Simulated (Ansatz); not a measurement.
Competing steps

Reactants: SiHCl₃ ([Cl][SiH]([Cl])[Cl]) + HBr (brackets give SMILES or just the links). Saddle points were found for several chosen steps; others may exist. Gas-phase electronic energies, without zero-point energy, by CCSD(T) at an estimated basis limit (MP2 extrapolated from triple and quadruple zeta, plus CCSD(T) − MP2 in triple zeta); Ansatz 0.2.0, def2-TZVPP and QZVPP, frozen cores, on PBE0-D4/def2-TZVP structures. Extrapolation: Hartree–Fock as exp(−7.88 √X), correlation as X^−2.97. No counterpoise correction.

(1) Rank the steps by the energy of their saddle points, lowest first, and give each saddle's height above the lowest. (Judge from chemistry; the value comes from the calculation.)
A. four-centre ligand exchange, to SiHBrCl₂ ([Cl][SiH]([Cl])[Br]) + HCl (breaks or loosens Br–H, Cl–Si; forms Br–Si, Cl–H)
B. four-centre ligand exchange, to SiBrCl₃ ([Cl][Si]([Cl])([Cl])[Br]) + H₂ (breaks or loosens Br–H, H–Si; forms Br–Si, H–H)

(2) Does the lowest of these saddles lead to the lowest end structure (the products still in contact)? (A judgement: the text doesn't fix the answer.)

The T1 diagnostic stays at or below 0.010. The filled d shells of Br are correlated in sets not built for that, so values that involve them are less sure.

For scale, one of the runs: CCSD(T)/def2-TZVPP, 244 basis functions, launched by `ansatz run in.yaml --threads 8 --pin off --events-out ev --progress --plain --max-ram 19148MiB`. Time: 2 min of wall clock on 8 CPU threads of an Arm Neoverse V2; the host was shared. Peak host memory: 4.5 GiB.

## Answers

(1) The calculation gives: A (0.000 eV), B (0.198 eV). Heights count from the lowest.

The lowest of these saddles lies at 1.672 eV relative to the separated reactants.

(2) Computed: No: the step over a higher saddle ends lower. Relative to the separated reactants, the ends lie at -0.048 (SiHBrCl₂ ([Cl][SiH]([Cl])[Br]) + HCl); -0.697 (SiBrCl₃ ([Cl][Si]([Cl])([Cl])[Br]) + H₂) eV.
